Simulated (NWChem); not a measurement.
System: AlBrCl₂; SMILES [Cl][Al]([Cl])[Br]

Parts of the log:

```
             Northwest Computational Chemistry Package (NWChem) 7.3.0
             --------------------------------------------------------

 C2V symmetry detected

                             Geometry "geometry" -> ""
                             -------------------------

 Output coordinates in angstroms (scale by  1.889725989 to convert to a.u.)

  No.       Tag          Charge          X              Y              Z
 ---- ---------------- ---------- -------------- -------------- --------------
    1 Al                  13.0000     0.00000000     0.00000000    -0.57110151
    2 Cl                  17.0000     0.00000000     1.78838708    -1.51453356
    3 Cl                  17.0000     0.00000000    -1.78838708    -1.51453356
    4 Br                  35.0000     0.00000000     0.00000000     1.68338459

 Effective nuclear repulsion energy (a.u.)     437.0988653309

      Symmetry information
      --------------------

 Group name             C2v
 Group number             16
 Group order               4
 No. of unique centers     3

                           NWChem Geometry Optimization
                           ----------------------------

 maximum gradient threshold         (gmax) =   0.000450
 rms gradient threshold             (grms) =   0.000300
 maximum cartesian step threshold   (xmax) =   0.001800
 rms cartesian step threshold       (xrms) =   0.001200
 fixed trust radius                (trust) =   0.300000
 source of zmatrix                         =

          -------------------
          Energy Minimization
          -------------------

 Using diagonal initial Hessian

          --------
          Step   0

                                 NWChem DFT Module
                                 -----------------

 Summary of "ao basis" -> "ao basis" (spherical)
 ------------------------------------------------------------------------------
       Tag                 Description            Shells   Functions and Types
 ---------------- ------------------------------  ------  ---------------------
 Al                         def2-svp                 8       18   4s3p1d
 Cl                         def2-svp                 8       18   4s3p1d
 Br                         def2-svp                12       32   5s4p3d

      Symmetry analysis of basis
      --------------------------

        a1         37
        a2          9
        b1         16
        b2         24

            General Information
            -------------------
          SCF calculation type: DFT
          Wavefunction type:  closed shell.
          No. of atoms     :     4
          No. of electrons :    82
           Alpha electrons :    41
            Beta electrons :    41
          Charge           :     0
          Spin multiplicity:     1
          Use of symmetry is: on ; symmetry adaption is: on
          Maximum number of iterations: 150
          AO basis - number of functions:    86
                     number of shells:    36
          Convergence on energy requested:  1.00D-06
          Convergence on density requested:  1.00D-05
          Convergence on gradient requested:  5.00D-04

              XC Information
              --------------
                         B3LYP Method XC Potential
                     Hartree-Fock (Exact) Exchange  0.200
                        Slater Exchange Functional  0.800 local
                    Becke 1988 Exchange Functional  0.720 non-local
              Lee-Yang-Parr Correlation Functional  0.810
                  VWN I RPA Correlation Functional  0.190 local

             Grid Information
             ----------------
          Grid used for XC integration:  medium
          Radial quadrature: Mura-Knowles
          Angular quadrature: Lebedev.
          Tag              B.-S. Rad. Rad. Pts. Rad. Cut. Ang. Pts.
          ---              ---------- --------- --------- ---------
          Al                  1.25       88           8.0       590
          Cl                  1.00       88          10.0       590
          Br                  1.15      112          10.0       590
          Grid pruning is: on
          Number of quadrature shells:   288
          Spatial weights used:  Erf1

      Superposition of Atomic Density Guess
      -------------------------------------

 Sum of atomic energies:       -3732.52426413

      Non-variational initial energy
      ------------------------------

 Total energy =   -3733.303283
 1-e energy   =   -6060.575693
 2-e energy   =    1890.173544
 HOMO         =      -0.406082
 LUMO         =       0.001208

      Symmetry analysis of molecular orbitals - initial
      -------------------------------------------------

  Numbering of irreducible representations:

     1 a1          2 a2          3 b1          4 b2

  Orbital symmetries:

     1 a1          2 b2          3 a1          4 a1          5 a1
     6 b2          7 b1          8 a1          9 a1         10 b2
    11 a1         12 a1         13 b2         14 a1         15 b1
    16 b2         17 a2         18 a1         19 b2         20 b1
    21 a1         22 a1         23 b2         24 b1         25 b2
    26 a1         27 a2         28 a1         29 b1         30 a1
    31 b2         32 a1         33 a1         34 b2         35 a1
    36 b1         37 a2         38 b2         39 a1         40 b1
    41 b2         42 a1         43 b1         44 a1         45 b2
    46 a1         47 a1         48 b2         49 b1         50 b1
    51 a2

   convergence    iter        energy       DeltaE   RMS-Dens  Diis-err
 ---------------- ----- ----------------- --------- --------- ---------
 d= 0,ls=0.0,diis     1  -3736.5291405342 -4.17D+03  1.37D-02  5.45D-01
 d= 0,ls=0.0,diis     2  -3736.5223649365  6.78D-03  8.72D-03  4.43D-01
 d= 0,ls=0.0,diis     3  -3736.5816905824 -5.93D-02  1.93D-03  2.79D-02
 d= 0,ls=0.0,diis     4  -3736.5860057202 -4.32D-03  2.52D-04  2.51D-04
 d= 0,ls=0.0,diis     5  -3736.5860413900 -3.57D-05  5.89D-05  2.66D-05
  Resetting Diis
 d= 0,ls=0.0,diis     6  -3736.5860443136 -2.92D-06  1.29D-05  1.50D-06
 d= 0,ls=0.0,diis     7  -3736.5860444278 -1.14D-07  5.13D-06  5.11D-08

         Total DFT energy =    -3736.586044427786
      One electron energy =    -6062.004643682638
           Coulomb energy =     2055.035824536860
    Exchange-Corr. energy =     -166.716090612861
 Nuclear repulsion energy =      437.098865330852

 Numeric. integr. density =       82.000000067785

                  Occupations of the irreducible representations
                  ----------------------------------------------

                     irrep           alpha         beta
                     --------     --------     --------
                     a1               19.0         19.0
                     a2                3.0          3.0
                     b1                7.0          7.0
                     b2               12.0         12.0

                       DFT Final Molecular Orbital Analysis
                       ------------------------------------

 Vector   39  Occ=2.000000D+00  E=-3.456294D-01  Symmetry=b2
              MO Center= -4.0D-15,  2.4D-11, -1.1D+00, r^2= 4.8D+00
   Bfn.  Coefficient  Atom+Function         Bfn.  Coefficient  Atom+Function
  ----- ------------  ---------------      ----- ------------  ---------------
    31      0.312534  2 Cl pz                49     -0.312534  3 Cl pz
    30      0.283286  2 Cl py                48      0.283286  3 Cl py
    28      0.236862  2 Cl pz                46     -0.236862  3 Cl pz
    27      0.218244  2 Cl py                45      0.218244  3 Cl py
    70      0.161919  4 Br py                67      0.158199  4 Br py

[...]

      ----------------------
      Optimization converged
      ----------------------

  Step       Energy      Delta E   Gmax     Grms     Xrms     Xmax
  ---- ---------------- -------- -------- -------- -------- --------
@    4   -3736.58972851 -1.4D-07  0.00006  0.00002  0.00062  0.00118
                                     ok       ok       ok       ok

                         Geometry "geometry" -> "geometry"
                         ---------------------------------

 Output coordinates in angstroms (scale by  1.889725989 to convert to a.u.)

  No.       Tag          Charge          X              Y              Z
 ---- ---------------- ---------- -------------- -------------- --------------
    1 Al                  13.0000     0.00000000     0.00000000    -0.51201954
    2 Cl                  17.0000     0.00000000     1.80408482    -1.56633903
    3 Cl                  17.0000     0.00000000    -1.80408482    -1.56633903
    4 Br                  35.0000     0.00000000     0.00000000     1.72791357

 Effective nuclear repulsion energy (a.u.)     429.4739386926

      Symmetry information
      --------------------

 Group name             C2v
 Group number             16
 Group order               4
 No. of unique centers     3

 ==============================================================================
                                internuclear distances
 ------------------------------------------------------------------------------
       center one      |      center two      | atomic units |  angstroms
 ------------------------------------------------------------------------------
    2 Cl               |   1 Al               |     3.94872  |     2.08957
    3 Cl               |   1 Al               |     3.94872  |     2.08957
    4 Br               |   1 Al               |     4.23286  |     2.23993
 ------------------------------------------------------------------------------
                         number of included internuclear distances:          3
 ==============================================================================
```

Level: B3LYP/def2-SVP. B3LYP is NWChem's, with the RPA form of VWN correlation.

Task: Write an input that gives this output.

Result: One answer among several that fit: the input that was run:
```
start job
memory heap 200 mb stack 900 mb global 1100 mb
geometry units angstroms noautoz
  Al     0.382562    -0.344368     0.375220
  Cl     2.304227    -0.586931    -0.205039
  Cl    -0.408916    -1.131617     2.061122
  Br    -0.970023     0.879251    -0.949915
end
basis spherical
  Al library def2-svp
  Cl library def2-svp
  Br library def2-svp
end
dft
  xc b3lyp
  iterations 150
end
driver
  maxiter 150
end
task dft optimize
```
